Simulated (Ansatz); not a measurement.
Computed with Ansatz on PBE0-D4/def2-TZVP structures; ΔE is electronic, products minus reactants. CCSD(T)/CBS is the MP2 limit (def2-TZVPP, def2-QZVPP) plus CCSD(T) − MP2 in def2-TZVPP, frozen cores. Functionals use def2-TZVPP. B3LYP here is the variant with VWN-RPA as its local correlation; programs differ in this. def2 core potentials past Kr. For Mg, Sn outer-core shells are correlated without core-valence functions, which leaves a few kJ/mol of doubt a bond. One conformer a species, not always the lowest.

`C[CH](C)[MgH]` + `[OH][Sn][OH]` → `CC(C)[O][Sn][OH]` + `[MgH2]`  (substitution at a C–Mg bond)

Problem. Is it downhill or uphill in electronic energy at CCSD(T)/CBS, and by how much? (Best estimate.)

Solution. The calculation gave: Uphill: ΔE = +8.0 kcal/mol.

Problem. What do these levels give: PBE-D4, r2SCAN-D4, B3LYP-D4, ωB97M-V, PBE, B3LYP, MP2/def2-TZVPP, SCS-MP2/def2-TZVPP, CCSD(T)/def2-TZVPP, HF/def2-QZVPP, MP2/CBS(def2), CCSD/CBS(def2)? (Best estimate.)

Solution. The calculation gave: PBE-D4 7.1, r2SCAN-D4 6.2, B3LYP-D4 4.8, ωB97M-V 6.0, PBE 8.9, B3LYP 7.7, MP2/def2-TZVPP 8.7, SCS-MP2/def2-TZVPP 7.6, CCSD(T)/def2-TZVPP 6.9, HF/def2-QZVPP 3.5, MP2/CBS(def2) 9.8, CCSD/CBS(def2) 8.1 kcal/mol.

Largest T1 diagnostic among the species: 0.018.

From PBE to PBE0 (25 % exact exchange), in def2-TZVPP and without D4, ΔE moves by −0.7 kcal/mol. The D4 term adds −2.9 kcal/mol with B3LYP and −1.7 kcal/mol with PBE0; it sums over pairs of atoms, weighted by their polarisabilities, and B3LYP, whose exchange is more repulsive, gets the larger term. In def2-TZVPP, CCSD(T) changes the Hartree–Fock value by +3.6 kcal/mol (the triples alone add −0.0 kcal/mol) and MP2 by +5.3 kcal/mol.
